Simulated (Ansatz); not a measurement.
Reaction (substitution at a C–Al bond): `[CH3][Al]1[CH2][CH2]1` + `N[SiH](O)O` → `CO[SiH](N)O` + `[CH2]1[CH2][AlH]1`

Isolated molecules relaxed with PBE0-D4/def2-TZVP in Ansatz; ΔE leaves out vibrations. CCSD(T)/CBS is the MP2 limit (def2-TZVPP, def2-QZVPP) plus CCSD(T) − MP2 in def2-TZVPP, frozen cores. This one scheme is used for every species. Functionals use def2-TZVPP. Each species was taken in one conformer, which may not be the lowest.

CCSD(T)/CBS gives +24.8 kcal/mol.

Task: Another level gave +24.1 kcal/mol. Which?
A. MP2/def2-TZVPP
B. CCSD(T)/def2-TZVPP
C. RPA@PBE/def2-TZVPP
D. CAM-B3LYP/def2-TZVPP

Result: B. CCSD(T)/def2-TZVPP 24.1, CAM-B3LYP 22.9, RPA@PBE/def2-TZVPP 21.6, MP2/def2-TZVPP 25.9 kcal/mol.

Largest T1 diagnostic among the species: 0.011.

Leaving LDA and LC-ωPBE aside and taking each functional with its dispersion term where it has one, the values, not all of them listed here, spread over 2.9 kcal/mol, from B97M-V to PBE-QIDH. In def2-TZVPP, CCSD(T) changes the Hartree–Fock value by +3.8 kcal/mol (the triples alone add +0.4 kcal/mol) and MP2 by +5.6 kcal/mol. At CCSD(T), def2-SVP lies −5.5 kcal/mol from the extrapolated value and def2-TZVPP −0.7 kcal/mol.
